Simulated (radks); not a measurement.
The numbers below are computed, except where a source is named.
Question: Excited configurations of Dy: one electron is placed in a higher orbital outside [Xe] 4f10 6s1. The ground configuration is [Xe] 4f10 6s2. Level of theory: non-relativistic Kohn-Sham, PBE, spin-polarised, spherical densities, point nucleus; open shells are filled with parallel spins first (spin-orbit coupling, left out, can overturn this in heavy ions); relativity is left out, which matters for an element this heavy (a radial shooting solver on a logarithmic mesh with Libxc functionals). Excitation = E - E(ground); binding = E(ion) - E, where the ion is the core of charge +1; n* = 1/sqrt(2 binding) in atomic units, and the quantum defect is n - n*.

outer orbital  excitation (eV)  binding (eV)     n*  quantum defect  eigenvalue (eV)  <r> (bohr)
5f                       4.591         0.988  3.710           1.290           -0.468       16.08
6p                       1.671         3.909  1.866           4.134           -2.121       5.456
6f                       4.870         0.709  4.381           1.619           -0.401       27.01
7s                       3.366         2.213  2.480           4.520           -1.367       10.11
7p                       3.889         1.691  2.837           4.163           -1.022       12.51
7d                       4.564         1.016  3.660           3.340           -0.597       20.10
7f                       5.053         0.526  5.084           1.916           -0.332       39.85

Estimate the row for 5d.

Answer: excitation (eV) 1.216; binding (eV) 4.363; n* 1.766; quantum defect 3.234; eigenvalue (eV) -1.400; <r> (bohr) 3.528. The Delta-SCF ionisation energy is 5.579 eV (NIST Atomic Spectra Database: 5.939 eV, measured). Self-interaction in the functional shifts the binding energies and quantum defects, so they are the method's values and not measured ones. Relativity is left out here, which matters for elements this heavy. Open shells are spherical and high-spin; term and fine-structure splittings are not resolved.
